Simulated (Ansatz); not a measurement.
Start from `C=CCCCC` and change one atom or group to get `CCCCC(N)=O`.

Ansatz, PBE0-D4/def2-TZVP geometries, multiplicity 1. Each molecule was computed in one conformer, which needn't be the lowest.

| property | `C=CCCCC` |
| --- | --- |
| size of the dipole moment (PBE/def2-TZVPP) / D | 0.42 |
| HOMO energy (B3LYP/def2-TZVPP) / eV | -7.13 |
| HOMO–LUMO gap (PBE/def2-TZVPP) / eV | 5.56 |
| HOMO–LUMO gap (PBE0/def2-TZVPP) / eV | 7.72 |
| HOMO–LUMO gap (ωB97M-V/def2-TZVPP) / eV | 12.01 |
| LUMO energy (B3LYP/def2-TZVPP) / eV | 0.12 |

Give the same properties after the change, and the shifts. (Estimate.)

Computed: 
```tsv
property	`CCCCC(N)=O`	shift
size of the dipole moment (PBE/def2-TZVPP) / D	3.53	3.11
HOMO energy (B3LYP/def2-TZVPP) / eV	-7.01	0.12
HOMO–LUMO gap (PBE/def2-TZVPP) / eV	5.32	-0.24
HOMO–LUMO gap (PBE0/def2-TZVPP) / eV	8.04	0.32
HOMO–LUMO gap (ωB97M-V/def2-TZVPP) / eV	11.94	-0.07
LUMO energy (B3LYP/def2-TZVPP) / eV	0.46	0.34
```

With PBE0 the HOMO rises by 0.09 eV and the LUMO rises by 0.41 eV, so the gap widens by about 0.32 eV. PBE moves the HOMO by 0.60 eV and ωB97M-V by -0.10 eV. Dipoles are sizes alone; their direction can turn.

B3LYP here is the variant with VWN-RPA as its local correlation; programs differ in this.
